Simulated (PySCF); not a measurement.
ZrIH3, SMILES [ZrH3][I], multiplicity 1. Heavy atoms are numbered as in [ZrH3:1][I:2]. Hydrogens are named by the atom that carries them.

Geometry: B3LYP-D3(BJ)/def2-TZVP. The spin state was assumed, not searched. The structure was generated by enumeration; whether it is a known compound was not checked. The def2 effective core potentials stand for the cores of I, Zr; spin–orbit coupling is left out.

These are r2SCAN/def2-TZVPD (PySCF) values and carry that method's errors.

Mulliken values depend strongly on the basis, most of all with diffuse functions as here. ESP charges are fitted to the potential on shells at 1.4 to 2.0 van der Waals radii. Atomic charges (e), one atom of each kind:

```
atom        ESP fit  Mulliken
----------  -------  --------
Zr1 (ZrH3)     0.88      0.58
I2            -0.19     -0.13
H on Zr1      -0.23     -0.15
```
